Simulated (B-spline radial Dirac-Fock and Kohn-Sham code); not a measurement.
Elastic and transport cross sections of rubidium for electrons

Model: relativistic (Dirac) partial waves in the static field of the Dirac-Fock atom with Furness-McCarthy exchange, without polarisation or absorption potentials. Program: a radial B-spline solver. Below a few hundred eV the neglected polarisation potential matters, most of all at small angles. σ_tr1 and σ_tr2 weight the cross section with 1 − P₁ and 1 − P₂ of cos θ; "backward" is the share scattered beyond 90°.

```tsv
energy (eV)	σ (a₀²)	σ_tr1 (a₀²)	σ_tr2 (a₀²)	σ/σ_tr1	backward (%)
50	58.1	9.64	17.8	6.03	3.9
50.8	57.5	9.48	17.5	6.07	3.7
53.3	?	?	?	?	?
60.5	51.4	8.15	14.9	6.30	2.8
79.8	42.2	7.18	12.3	5.87	3.2
87.9	39.2	7.05	11.6	5.57	4.0
100	35.6	6.94	10.9	5.13	5.4
115	32.1	6.86	10.0	4.68	7.3
123	30.5	6.81	9.64	4.48	8.3
162	25.1	6.47	7.94	3.88	12
164	24.9	6.45	7.86	3.86	12
183	23.2	6.24	7.18	3.72	13
200	21.9	6.03	6.63	3.63	14
221	20.6	5.77	6.04	3.57	14
237	19.8	5.57	5.64	3.55	14
```

Q: Fill in the row for 53.3 eV.

A: σ = 55.8 a₀², σ_tr1 = 9.04 a₀², σ_tr2 = 16.7 a₀², σ/σ_tr1 = 6.17, backward 3.4 %. The ratio σ/σ_tr1 is roughly the number of elastic collisions that randomise the direction.

Values without a named source are computed, but for edge energies of neutral atoms, which are taken from tables.
